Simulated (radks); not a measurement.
Results of a calculation; reference values are marked as such.
All-electron atom: the oxygen ion O4+ in [He] 2s2. Code: a radial shooting solver on a logarithmic mesh with Libxc functionals. Model: non-relativistic Kohn-Sham, exchange-only PBE, spin-polarised, spherical densities, point nucleus.

X-ray form factor f0, the Fourier transform of the density (f0(0) = 4):

sin(theta)/lambda (1/angstrom),f0 (electrons)
0.05,3.961
0.1,3.847
0.15,3.671
0.2,3.449
0.25,3.202
0.3,2.947
0.4,2.474
0.5,2.101
0.6,1.839
0.8,1.546
1,1.384
1.25,1.207
1.5,1.025
2,0.696
